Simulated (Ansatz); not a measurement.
A nudged elastic band was laid between two geometries of FGeH3O2 + H3Si (11 atoms, charge 0, multiplicity 2).

These are results of UKS PBE/def2-SVP (Ansatz), not measurements.

```json
{
  "movable images": "5",
  "climbing image": "yes",
  "spring": "5.0 eV/Å²",
  "optimiser": "lbfgs",
  "start path": "through a guess of the saddle point",
  "force threshold": "0.05 eV/Å",
  "iteration limit": "60",
  "end points": "relaxed"
}
```

First end point:

```xyz
11
Properties=species:S:1:pos:R:3
Ge -0.322 -0.075 -0.115
H -0.131 0.016 1.417
F 1.241 -0.372 -0.873
O -1.003 1.465 -0.675
H -1.352 1.370 -1.582
O -1.356 -1.401 -0.715
H -0.796 -2.116 -1.076
Si 0.161 0.131 4.357
H -0.568 -1.150 4.656
H 1.566 0.106 4.892
H -0.602 1.330 4.850
```

Last end point:

```xyz
11
Properties=species:S:1:pos:R:3
Ge -0.220 -0.031 -0.381
H 0.060 0.086 2.616
F 1.423 -0.260 -0.995
O -0.800 1.436 -1.248
H -1.774 1.497 -1.181
O -1.254 -1.393 -0.980
H -0.905 -2.254 -0.674
Si 0.076 0.063 4.125
H -0.687 -1.142 4.601
H 1.496 -0.011 4.608
H -0.578 1.313 4.643
```

Q: Which bonds break or form, and what moves?

A: Bonds broken: Ge1–H2. Bonds formed: H2–Si8. FGeH3O2 + H3Si becomes FGeH2O2 + H4Si.

Q: Give the energies along the band, and the barrier.

A: The run converged. The highest image is number 2 of 0 to 6, 1.3 kcal/mol above the first end and 8.9 kcal/mol above the last; the last end lies 7.6 kcal/mol below the first. The order of the point at the top wasn't checked. Another band between the same ends, with other settings, climbed to 0.011 eV only, so this may not be the lowest route.

```csv
image,path coordinate (Å),energy (kcal/mol),Ge1–H2 (Å),H2–Si8 (Å)
0,0.00,0.0,1.55,2.96
1,0.77,0.4,1.56,2.58
2,1.54,1.3,1.62,2.21
3,2.06,-4.5,2.13,1.61
4,2.58,-6.6,2.46,1.53
5,3.09,-7.4,2.73,1.51
6,3.61,-7.6,3.01,1.51
```

Q: What is the geometry of the highest image?

A: 
```xyz
11
Properties=species:S:1:pos:R:3:forces:R:3
Ge -0.151 -0.011 0.036 -0.02 0.00 0.02
H -0.006 -0.013 1.653 0.00 0.02 0.03
F 1.474 -0.158 -0.629 -0.02 -0.02 0.00
O -0.861 1.502 -0.573 -0.01 0.00 0.03
H -1.561 1.282 -1.219 0.02 0.00 -0.03
O -1.178 -1.291 -0.683 -0.03 0.02 0.03
H -1.044 -2.161 -0.262 0.04 -0.02 -0.03
Si 0.052 0.048 3.860 0.00 0.00 -0.02
H -0.721 -1.177 4.269 0.00 0.00 -0.01
H 1.471 -0.017 4.357 0.00 0.00 -0.01
H -0.637 1.301 4.327 0.00 0.00 -0.02
```

The run took 7 min on 4 threads of Arm Neoverse V2, with other jobs on the host, peak memory 0.22 GiB.
